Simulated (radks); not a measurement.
The nuclear charge of the boron ion B2+ is varied continuously with 3 electrons held in [He] 2s1. All-electron calculation, non-relativistic Kohn-Sham, BLYP, spin-polarised, spherical densities, point nucleus; open shells are filled with parallel spins first. Program: a radial shooting solver on a logarithmic mesh with Libxc functionals. By the Hellmann-Feynman theorem dE/dZ = E(electron-nucleus)/Z, the electronic potential at the nucleus.

Z,E (hartree),E(electron-nucleus)/Z (hartree),HOMO,e(HOMO) (eV),<r> HOMO (bohr)
4.5,-18.60072,-9.10095,2s,-22.544,1.876
4.6,-19.52206,-9.32600,2s,-24.401,1.818
4.7,-20.46591,-9.55103,2s,-26.326,1.763
4.8,-21.43227,-9.77605,2s,-28.320,1.711
4.9,-22.42113,-10.0011,2s,-30.382,1.662
5,-23.43248,-10.2261,2s,-32.513,1.617
5.1,-24.46634,-10.4511,2s,-34.712,1.573
5.2,-25.52270,-10.6761,2s,-36.980,1.532
5.3,-26.60156,-10.9011,2s,-39.316,1.493
5.4,-27.70292,-11.1261,2s,-41.720,1.456
5.5,-28.82677,-11.3511,2s,-44.192,1.421
5.6,-29.97313,-11.5761,2s,-46.733,1.388
5.7,-31.14198,-11.8010,2s,-49.342,1.356
5.8,-32.33334,-12.0260,2s,-52.020,1.325
5.9,-33.54719,-12.2510,2s,-54.765,1.296
6,-34.78354,-12.4760,2s,-57.579,1.269

The central difference of E at Z = 5 is -10.226 hartree, to compare with the third column; the second derivative is -2.25 hartree.
